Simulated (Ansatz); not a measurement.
Total energies of `BrC1C[SiH2]1`.

Cartesian coordinates in Å:
```
Br -0.609 -2.382 0.486
C -0.011 -0.793 -0.410
C -0.825 0.486 -0.200
Si 0.904 0.555 0.467
H 0.234 -1.030 -1.439
H -1.123 1.015 -1.100
H -1.623 0.419 0.533
H 1.958 1.291 -0.262
H 1.093 0.439 1.925
```

Charge 0, multiplicity 1. Correlated methods include outer-core shells of Br, which these sets cover unevenly. Scalar relativity is left out up to krypton. The structure was optimised at the PBE0-D4/def2-TZVP level. Basis def2-TZVPP, the Gaussian-basis code of Ansatz.

RPA on PBE orbitals: Hartree–Fock energy of these orbitals -2939.93145 Eh, correlation -1.20237 Eh (frozen core).

```
functional  energy without D4 (Eh)  D4 term (kJ/mol)
       PBE             -2942.21485             -20.3
      BLYP             -2942.83610             -44.9
      PBE0             -2942.34449             -17.1
     B3LYP             -2942.91235             -33.2
   r2SCANh             -2942.76518              -5.0
   r2SCAN0             -2942.75822              -5.6
     BHLYP             -2942.79757             -26.5
   ωB97M-V             -2942.65208                 –
    B2PLYP             -2942.27975                 –
  PBE-QIDH             -2941.93781                 –
```

(1) Give the same for LDA (SPW92), revPBE, r2SCAN, B97M-V, HSE06 (plane-wave form), CAM-B3LYP, LC-ωPBE, ωB97X-V. (An estimate is asked.)

B3LYP takes the VWN-RPA correlation (the form of Gaussian; ORCA's B3LYP/G). HSE06 is the plane-wave form, built on full-range PBE exchange. The double hybrids freeze the cores in their second-order part.

Results:

(1) Ansatz gave: 
```tsv
functional	energy without D4 (Eh)	D4 term (kJ/mol)
LDA (SPW92)	-2937.39612	–
revPBE	-2942.55694	-59.9
r2SCAN	-2942.77054	-4.6
B97M-V	-2942.32815	–
HSE06 (plane-wave form)	-2942.33744	-16.0
CAM-B3LYP	-2942.94237	-17.4
LC-ωPBE	-2942.36315	–
ωB97X-V	-2942.55819	–
```

LC-ωPBE has ω = 0.4 bohr⁻¹.
